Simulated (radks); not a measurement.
Excited configurations of Pb I: one electron is placed in a higher orbital outside [Hg] 6p1. The ground configuration is [Hg] 6p2. All-electron calculation, Dirac Kohn-Sham, PBE, spin-unpolarised, spherical densities, point nucleus; open shells fill j = l - 1/2 first. Program: a radial shooting solver on a logarithmic mesh with Libxc functionals. Excitation = E - E(ground); binding = E(ion) - E, where the ion is the core of charge +1; n* = 1/sqrt(2 binding) in atomic units, and the quantum defect is n - n*.

outer orbital  excitation (eV)  binding (eV)     n*  quantum defect  <r> (bohr)
5f5/2                    6.450         0.915  3.856           1.144       17.20
6d3/2                    5.641         1.724  2.809           3.191       9.204
6f5/2                    6.730         0.635  4.630           1.370       29.05
7s1/2                    4.301         3.064  2.107           4.893       7.076
7p1/2                    5.236         2.129  2.528           4.472       9.249
7d3/2                    6.270         1.094  3.526           3.474       17.38
7f5/2                    6.905         0.460  5.439           1.561       43.51

The Delta-SCF ionisation energy is 7.365 eV (NIST Atomic Spectra Database: 7.417 eV, measured). Self-interaction in the functional shifts the binding energies and quantum defects, so they are the method's values and not measured ones. Spin polarisation and multiplet splitting are left out, so open shells lie too high by an amount that depends on their filling.

Beside tabulated values, note that spin-unpolarised runs miss the spin-polarisation part of the exchange energy of open shells.
